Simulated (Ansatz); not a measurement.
Two structures of BSiH$_{5}$Cl$_{2}$O, singlet, reached by relaxing down either side of one saddle point (PBE0-D4/def2-TZVP). Energies are electronic, without zero-point energy. Program: Ansatz 0.2.0. Basis: def2-TZVPP and def2-QZVPP. Cores are frozen in the correlated methods. Extrapolation: Hartree–Fock as exp(−7.88 √X), correlation as X^−2.97. First:

B1  (-0.902, 0.317, -1.141)
H2  (-0.759, 1.083, -2.043)
Cl3  (-0.451, -1.408, -1.558)
Cl4  (-2.510, 0.488, -0.294)
H5  (-0.043, 1.519, 0.404)
O6  (0.196, 0.695, -0.038)
Si7  (0.959, -0.501, 0.956)
H8  (1.487, 0.365, 2.038)
H9  (-0.034, -1.450, 1.486)
H10  (2.057, -1.109, 0.190)
(Å)

Second:

```
atom    x (Å)    y (Å)    z (Å)
  B1  -1.3584  -0.2754  -0.2809
  H2   0.4886   1.6023  -2.0343
 Cl3  -0.9214  -1.5082  -1.4657
 Cl4  -2.8904   0.5532  -0.4528
  H5   0.1326   2.1302  -1.6442
  O6  -0.5483   0.0245   0.7330
 Si7   0.9609  -0.5259   1.1822
  H8   1.3292   0.2522   2.3843
  H9   0.8838  -1.9717   1.4957
 H10   1.9232  -0.2811   0.0828
```

**Question.** Which bonds change from the first to the second?

**Answer.** BHCl₂ ([Cl][BH][Cl]) + SiH₄O ([OH][SiH3]) → BSiH₃Cl₂O ([SiH3][O][B]([Cl])[Cl]) + H₂; bonds formed: H2–H5; dative contacts that become bonds: B1–O6; bonds broken: B1–H2, H5–O6.

**Question.** Give the saddle point's structure and its height above each. (An estimate is asked for; the value comes from the calculation.)

**Answer.** Computed: 30.45 kcal/mol above the first and 47.77 kcal/mol above the second (CCSD(T) at an estimated basis limit (MP2 extrapolated from triple and quadruple zeta, plus CCSD(T) − MP2 in triple zeta)).
B1  (-0.982, 0.256, -0.882)
H2  (-0.483, 1.270, -1.603)
Cl3  (-0.558, -1.272, -1.728)
Cl4  (-2.711, 0.578, -0.589)
H5  (0.034, 1.243, -0.690)
O6  (-0.097, 0.556, 0.322)
Si7  (0.980, -0.466, 1.118)
H8  (1.479, 0.327, 2.263)
H9  (0.242, -1.663, 1.574)
H10  (2.096, -0.829, 0.215)
(Å)

The T1 diagnostic stays at or below 0.012.

The step is the kind of ligand exchange by which a precursor binds to a hydroxyl group, or is hydrolysed, in atomic layer deposition of oxides.

Labels in which every atom is bracketed show which atoms are joined, not bond orders.

For scale, one of the runs: CCSD(T)/def2-TZVPP, 258 basis functions, launched by `ansatz run in.yaml --threads 8 --pin off --events-out ev --progress --plain --max-ram 19148MiB`. Hardware: 8 CPU threads of an Intel Xeon Platinum 8259CL, shared host. Wall time 49 s; peak host memory 5.7 GiB.
